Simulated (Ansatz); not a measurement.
Basis sets compared for the cluster Sn4H8. Total charge 0; singlet. Geometry PBE-D4/def2-SVP. Ansatz on 4 threads of Arm Neoverse V2 on a shared host; times are rough, and most runs start from earlier orbitals.

```xyz
12

Sn    1.5654    0.4169    2.1734
Sn    0.7329    1.4228   -1.1266
Sn   -1.0835   -0.7596   -1.1545
Sn   -0.8900   -1.0886    1.6552
H     2.2689   -0.6131    0.8669
H    -2.5060   -0.1930   -1.9826
H    -2.4243   -0.5260    2.2658
H     2.3516    1.3440   -1.7400
H    -0.8950   -2.8068    1.9482
H     1.0327    1.6752    0.6993
H     0.1798    3.0506   -1.4007
H    -0.3326   -1.9224   -2.2043
```

In the def2 sets Sn takes a core potential; there is no spin–orbit coupling. The structure comes from a short search, and lower isomers may exist.

Binding counts from free atoms (Sn triplet, H doublet) in the same basis, without a counterpoise term.

```csv
level,functions,energy (Eh),HOMO (eV),LUMO (eV),binding per atom (eV),wall time
PBE-D4/def2-SVP,144,-861.9562,-5.36,-2.93,2.25,1.4 s
PBE0-D4/def2-SVP,144,-862.0024,-6.16,-2.27,2.23,2.6 s
```

Estimate the rows for PBE-D4/def2-TZVP (with forces), PBE0-D4/def2-TZVP.


| level | functions | energy (Eh) | HOMO (eV) | LUMO (eV) | binding per atom (eV) | wall time |
| --- | --- | --- | --- | --- | --- | --- |
| PBE-D4/def2-TZVP (with forces) | 248 | -861.9920 | -5.43 | -2.99 | 2.26 | 3.6 s |
| PBE0-D4/def2-TZVP | 248 | -862.0341 | -6.21 | -2.30 | 2.25 | 6.5 s |
